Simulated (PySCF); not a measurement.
Cartesian coordinates (Å):
```xyz
7

Hf    -0.0140    -0.0516    -0.0609
F      0.7388     1.7050     0.1025
F     -1.2990    -0.5048     1.2865
F     -0.7883    -0.1683    -1.8139
N      1.4914    -1.3940     0.0923
H      2.4036    -1.3364    -0.3597
H      1.4553    -2.2697     0.6140
```
Charge 0, multiplicity 1.

Question: What is the computed LUMO, HOMO and dipole moment (TPSSh-D3(BJ)/def2-TZVP // r2SCAN-D4/def2-SVP (PySCF 2.14.0))?

Answer: 
The LUMO is -0.99 eV. The HOMO is -7.31 eV and the dipole moment is 2.37 D.
